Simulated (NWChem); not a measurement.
# GeHCl, singlet; SMILES [Cl][GeH]

Computed with NWChem. Low-valent species are run as closed-shell singlets; no triplet was tried in these runs. Coordinates come from a PBE0-D3(BJ)/def2-TZVP optimisation. Hybrids' shares of exact exchange are those that their runs print; pure functionals count as 0. The functionals differ in more than this share.

```csv
row,share of exact exchange,orbital gap (eV)
PBE/def2-TZVP,0.00,2.20
PW91/def2-TZVP,0.00,2.20
TPSSh/def2-TZVP,0.10,3.17
B3LYP/def2-TZVP,0.20,withheld
MPW1K/def2-TZVP,0.43,5.50
```

Problem. Fit a straight line of the last column on the one before it, predict the withheld value, and compare with the run.

Solution. 
1. Means of the 4 shown rows: x = 0.133, y = 3.268. Slope Σ(x − x̄)(y − ȳ)/Σ(x − x̄)² = 0.9502/0.1247 = 7.622; intercept 2.258.
2. The shown rows scatter about the line by 0.087 (root mean square); the largest residual is +0.15, at TPSSh/def2-TZVP.
3. At x = 0.20 (B3LYP/def2-TZVP; inside the shown range) the line gives 3.78.
4. The run gives 3.71, -0.07 from the line, 0.8 times the scatter.
